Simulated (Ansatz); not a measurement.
## ScH, singlet: energies of several shapes or isomers

Program: Ansatz, Gaussian basis, development build. Basis def2-SVP, nonrelativistic, 5 orbitals frozen in the corrections; active space CAS(4,3). Restricted Hartree–Fock, then the lowest state-specific CASSCF solution met for each case. Small basis; these aren't basis-limit values. Single-reference values can break down or jump between states where bonds are stretched. Unlike active orbitals can shift such differences by tenths of an eV, at times by over 1 eV.

Case A: bond length 1.7750 Å.

Case B: bond length 2.6625 Å. A bond is stretched, to 1.32 times the sum of the covalent radii.

Case C: bond length 5.3250 Å. A bond is stretched, to 2.65 times the sum of the covalent radii.

Energy less that of case A, in eV:

| case | RHF/ROHF | CASSCF |
| --- | --- | --- |
| B | +1.707 | +1.180 |
| C | +5.802 | +1.588 |

Problem. What does SC-NEVPT2 give for these differences?

Solution. B: +1.321 eV (30.5 kcal/mol); C: +2.008 eV (46.3 kcal/mol).

Problem. Which case is lowest, and do the methods agree?

Solution. A is lowest in SC-NEVPT2. Of the methods shown, RHF/ROHF, CASSCF agree.
